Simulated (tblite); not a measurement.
Problem. Give a GFN2-xTB geometry of `[H]/N=C\[C@@]1(F)[SiH2]C=C1C#N`.

Solution. 
```xyz
14
C5H5FN2Si angstrom
N      0.578    1.738   -2.871
C      0.151    1.212   -1.946
C     -0.363    0.556   -0.817
C     -1.367    0.905    0.013
Si    -1.301   -0.678    1.045
C      0.193   -0.739   -0.254
F      0.163   -1.783   -1.165
C      1.548   -0.624    0.342
N      1.984    0.275    1.100
H     -1.938    1.818   -0.038
H     -2.307   -1.675    0.717
H     -0.895   -0.595    2.441
H      2.216   -1.452    0.118
H      1.337    1.041    1.291
```

Any rigid rotation of these coordinates is as good. Atoms count from 1 in this order. The C–Si distances run from 1.891 Å (C4–Si5, drawn single) to 1.980 Å (Si5–C6, drawn single), a spread of 0.089 Å. The 4 C–C bonds span 1.349 Å (C3=C4, drawn double) to 1.517 Å (C3–C6, drawn single), a spread of 0.168 Å. The 2 C–N bonds span 1.147 Å (N1≡C2, drawn triple) to 1.255 Å (C8=N9, drawn double), a spread of 0.108 Å. Si5 (SiH2 silicon) has angles from 72.2° to 119.0°.

Bonds between heavy atoms (Å): N1≡C2 1.147, C2–C3 1.403, C3=C4 1.349, C4–Si5 1.891, Si5–C6 1.980, C6–F7 1.386, C6–C8 1.485, C8=N9 1.255, C3–C6 1.517.

Structure optimised with GFN2-xTB, isolated species.

Point group: C1 (no symmetry element, even within 0.4 Å). Its GFN2-xTB frequencies are all real (lowest 62 cm⁻¹). One conformer, not necessarily the lowest (Si5–C6–C8–N9 -54°). 3 starts were optimised and ended at 0.00, 0.22 and 0.23 kcal/mol (GFN2-xTB); the lowest of these is shown.

These are computed values.
